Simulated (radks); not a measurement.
Results of a calculation; reference values are marked as such.
Neutral fluorine inside a hard spherical wall (all orbitals vanish at R), configuration held at [He] 2s2 2p5 and not refilled when levels cross. Level of theory: non-relativistic Kohn-Sham, PBEsol, spin-polarised, spherical densities, point nucleus; open shells are filled with parallel spins first (a radial shooting solver on a logarithmic mesh with Libxc functionals). Eigenvalues in eV for spin up, with the zero of energy where the potential of the charges vanishes at infinity; a dash marks a level that is unbound or too diffuse for the functional's potential to be trusted. A positive occupied level is held by the wall or, in an anion where self-interaction has pushed it up, behind a barrier. The pressure on the wall is -dE/dV.

R (bohr)  E (hartree)  kinetic (hartree)    e(1s)    e(2s)    e(2p)  e(3s, empty)  e(3p, empty)  pressure (GPa)
free        -99.37004             99.079  -660.70  -30.406  -11.810             -             -               0
20          -99.37004             99.079  -660.70  -30.406  -11.810             -             -        < 0.0001
15          -99.37004             99.079  -660.70  -30.406  -11.810             -             -        < 0.0001
12          -99.37004             99.079  -660.70  -30.406  -11.810             -             -        < 0.0001
7           -99.36994             99.080  -660.69  -30.396  -11.799         1.597         4.179         0.00816
6           -99.36946             99.084  -660.64  -30.358  -11.761         2.855         6.084          0.0685
5           -99.36643             99.108  -660.41  -30.194  -11.590         5.499         9.694           0.622
4           -99.34651             99.233  -659.40  -29.515  -10.851        11.852        17.420            6.61
2           -97.71122            105.475  -631.45  -10.633   10.207        108.93        110.01            2370
1.5         -93.38000            117.508  -593.42   22.930   43.898        249.57        228.90           17000
